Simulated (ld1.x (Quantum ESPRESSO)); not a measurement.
## Before and after: TM potential for copper

copper (Cu), norm-conserving Troullier–Martins (Kleinman–Bylander form), made with ld1.x (Quantum ESPRESSO) 7.5 (Wu–Cohen, scalar-relativistic). Core [Ar], reference 3d9 4s0 4p0 (charge +2). Waves: 4s (bound, empty): rc 1.50 bohr; 4p (bound, empty): rc 2.00 bohr; 3d (bound): rc 1.00 bohr. Local part: the d channel. Core correction: a·sin(br)/r model core, default radius (core density twice the valence density).

Change: reference 3d8 4s0 4p0.

Cutoffs: the cutoffs (Ry, on a coarse ladder) from which the occupation-weighted sum of valence levels, in a spherical-Bessel basis at the reference potential, stays within 10 and 1 mRy of its value at 400 Ry; they do not see the model core or the augmentation charge, which bear on the density cutoff. Errors are all-electron minus pseudo energies relative to the spin-unpolarised reference configuration.

**Question.** What does the change do?

**Answer.** Both files keep a bound ghost (p, s); the range in which the d phases agree narrows (upper end 0.8 → -0.3).

```tsv
quantity	base	changed
cutoff, loose	230 Ry	230 Ry
cutoff, tight	over 300 Ry	over 300 Ry
bound ghosts	s, p	s, p
largest error over its own tests, meV	-229	-542
s: phases at 2.20 bohr within 0.05 rad from the reference energy up to (Ry; the scan ends near 5)	0.3	-0.5
p: phases at 2.20 bohr within 0.05 rad from the reference energy up to (Ry; the scan ends near 5)	2.5	2.0
d: phases at 2.20 bohr within 0.05 rad from the reference energy up to (Ry; the scan ends near 5)	0.8	-0.3
```

 A true bound ghost makes a file unfit for plane-wave use even where its test errors are small: the radial tests pick states by their node count and pass the ghost by.
